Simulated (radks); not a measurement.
Excited configurations of Nd2+: one electron is placed in a higher orbital outside [Xe] 4f3. The ground configuration is [Xe] 4f4. Calculated with a radial shooting solver on a logarithmic mesh with Libxc functionals: Dirac Kohn-Sham, PBE, spin-unpolarised, spherical densities, point nucleus; open shells are shared between the two j in proportion to 2j + 1. Excitation = E - E(ground); binding = E(ion) - E, where the ion is the core of charge +3; n* = 3/sqrt(2 binding) in atomic units, and the quantum defect is n - n*. Eigenvalue and <r> are those of j = l + 1/2.

| outer orbital | excitation (eV) | binding (eV) | n* | quantum defect | <r> (bohr) |
|---|---|---|---|---|---|
| 5f | 14.456 | 7.934 | 3.929 | 1.071 | 5.700 |
| 6s | 4.033 | 18.357 | 2.583 | 3.417 | 3.510 |
| 6p | 8.098 | 14.293 | 2.927 | 3.073 | 4.236 |
| 6f | 17.075 | 5.316 | 4.800 | 1.200 | 9.777 |
| 7s | 12.782 | 9.608 | 3.570 | 3.430 | 6.602 |
| 7f | 18.648 | 3.742 | 5.720 | 1.280 | 14.86 |

The Delta-SCF ionisation energy is 22.390 eV (NIST Atomic Spectra Database: 22.09 eV, semi-empirical). Self-interaction in the functional shifts the binding energies and quantum defects, so they are the method's values and not measured ones. Spin polarisation and multiplet splitting are left out, so open shells lie too high by an amount that depends on their filling. Sharing an open shell by 2j + 1 raises it above the true ground level by a part of the spin-orbit splitting, which enters the differences from NIST.

Beside tabulated values, note that spin-unpolarised runs miss the spin-polarisation part of the exchange energy of open shells.
